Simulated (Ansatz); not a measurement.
H2Ge, charge +1, doublet, geometry from GFN2-xTB (a state made from the parent by changing its charge; the spin is typed, not shown lowest). Base run: HF/pcseg-1 in Ansatz (a program for electronic structure).

Geometry (Å):
```xyz
3

Ge     0.0015     0.0004     0.0523
H     -0.0716    -1.3987    -0.8248
H      0.0221     1.3862    -0.8485
```
Charge +1, spin multiplicity 2.
Orbitals are unrestricted.
All else is at Ansatz's defaults.

Variants of this job, named by their change:

```csv
change,E (Eh),<S^2>
base,-2075.89748,0.763
functional = wB97M-V,-2077.43857,0.754
functional = cam_b3lyp,-2077.69256,0.755
functional = BHLYP,-2077.54190,0.757
functional = pbe,-2077.26227,0.752
functional = wB97X-V,-2077.37639,0.755
functional = wB97X,-2077.60912,0.755
functional = SVWN5,-2074.40888,0.751
functional = hse06,-2077.30391,0.753
functional = revpbe,-2077.42704,0.752
functional = blyp,-2077.64838,0.752
functional = pbe; dispersion = d4,-2077.26275,0.752
functional = r2scan,-2077.55156,0.755
```

Total energies compare only within one method and basis.
